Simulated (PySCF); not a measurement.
C2H2F4, SMILES FC(F)C(F)F. Geometry: PBE-D3(BJ)/def2-SVP. The values are those of a single conformer.

Computed equilibrium geometry at PBE-D3(BJ)/def2-SVP (PySCF confirms it by a frequency run) as Cartesian coordinates in Å, and its point group (one conformer of several):
point group C2h.
```xyz
8

F     -1.3690    -0.0907     1.1066
C     -0.6951     0.3222     0.0000
F     -1.3690    -0.0907    -1.1066
C      0.6951    -0.3222     0.0000
F      1.3690     0.0907    -1.1066
F      1.3690     0.0907     1.1066
H     -0.6210     1.4346     0.0000
H      0.6210    -1.4346     0.0000
```
Charge 0, spin multiplicity 1.
